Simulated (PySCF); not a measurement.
Worked example: chemical shift, span and skew from a shielding tensor

Al(F)(OH)(SMe) (CH4AlFOS), SMILES C[S][Al]([OH])[F]. Atoms are numbered in the order given.

```xyz
9

Al     0.0128     0.8061     0.0000
F     -0.9465     2.1794     0.0000
O      1.7218     0.9039     0.0000
H      2.2088     1.7422     0.0000
S     -0.8942    -1.1639     0.0000
C      0.6428    -2.1985     0.0000
H      1.5571    -1.5771     0.0000
H      0.6315    -2.8381     0.9024
H      0.6315    -2.8381    -0.9024
```
Charge 0, spin multiplicity 1.

Geometry: PBE-D3(BJ)/def2-SVP. The values are those of a single conformer.

GIAO shieldings from PySCF with KT2/pcSseg-1, non-relativistic, no solvent. The symmetric part of the tensor of C6 has the principal values 157.6, 160.5, 188.3 ppm. The same nucleus in TMS has σ = 185.1 ppm at this level (PySCF, at its B3LYP-D3(BJ)/def2-TZVP geometry).

Task: Work out the isotropic shielding, the ¹³C shift against TMS, the span and the skew.

Result: 
σ(iso) = (σ11 + σ22 + σ33)/3 = 168.8 ppm. δ = σ(ref) − σ(iso) = 185.1 − (168.8) = 16.3 ppm.
Span Ω = σ33 − σ11 = 30.7 ppm. Skew κ = 3(σ(iso) − σ22)/Ω = 0.81. Tumbling in solution averages the tensor to δ; in a static solid the shielding alone would spread this spin-1/2 line over Ω.
